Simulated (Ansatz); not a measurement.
Calculated with Ansatz (gas phase, PBE0-D4/def2-TZVP geometries, no zero-point term in ΔE). CCSD(T)/CBS adds triple-zeta CCSD(T) − MP2 to the extrapolated MP2 energy (def2 sets, frozen cores). This one scheme is used for every species. Functionals use def2-TZVPP. HSE06 is defined as in plane-wave codes. One conformer a species, not always the lowest.

Reaction (redistribution): `OCB[SiH3]` + `[Cl][Al]([Cl])[Cl]` → `OCBCl` + `[SiH3][Al]([Cl])[Cl]`

Is it downhill or uphill in electronic energy at CCSD(T)/CBS, and by how much? (Best estimate.)

Ansatz gave: Uphill: ΔE = +20.8 kJ/mol.

What do these levels give: r2SCANh-D4, HSE06-D4, CAM-B3LYP-D4, B2PLYP, BLYP, PBE0, r2SCANh, CAM-B3LYP, LC-ωPBE, HF/def2-SVP, MP2/def2-SVP, CCSD(T)/def2-SVP? (Estimate.)

Computed: r2SCANh-D4 18.7, HSE06-D4 10.7, CAM-B3LYP-D4 19.6, B2PLYP 18.8, BLYP 13.4, PBE0 10.7, r2SCANh 18.6, CAM-B3LYP 19.6, LC-ωPBE 18.5, HF/def2-SVP 26.7, MP2/def2-SVP 14.2, CCSD(T)/def2-SVP 11.5 kJ/mol.

Largest T1 diagnostic among the species: 0.012.

At CCSD(T), def2-SVP lies −9.3 kJ/mol from the extrapolated value and def2-TZVPP −3.2 kJ/mol. Leaving LDA and LC-ωPBE aside and taking each functional with its dispersion term where it has one, the values, not all of them listed here, spread over 18.1 kJ/mol, from PBE-D4 to BHLYP-D4. LDA lies −6.7 kJ/mol from PBE without D4.
